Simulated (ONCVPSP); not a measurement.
## Building the ONCV potential for Cr (Z = 24) (PBE, scalar-relativistic).

chromium, optimised norm-conserving Vanderbilt (ONCV), made with ONCVPSP 4.0.1 (PBE, scalar-relativistic). Core [Ne], reference 3s2 3p6 3d6. Waves: 3s: rc 1.25 bohr, ncon 5, nbas 8, qcut 9 1/bohr, 1 projector; 3p: rc 1.05 bohr, ncon 3, nbas 8, qcut 8.2 1/bohr, 2 projectors, debl 0.6 Ha; 3d: rc 1.85 bohr, ncon 4, nbas 9, qcut 9.7 1/bohr, 1 projector. Local part: polynomial inside 0.65 bohr (lpopt 5, dvloc0 0 Ha). Core correction: none.

All-electron outer shells of the reference configuration (PBE, scalar-relativistic, ld1.x):

```tsv
shell	level (eV)	outermost node (bohr)	outermost maximum (bohr)
3s	-71.77	0.36	0.78
3p	-43.31	0.33	0.80
3d	-1.33	–	0.86
```

Task: Does this generation succeed?

Result: No. ONCVPSP 4.0.1 stopped with "sratom123: lschfb convergence ERROR n,l,iter= 3 2 4": the all-electron bound-state solver failed for one shell.
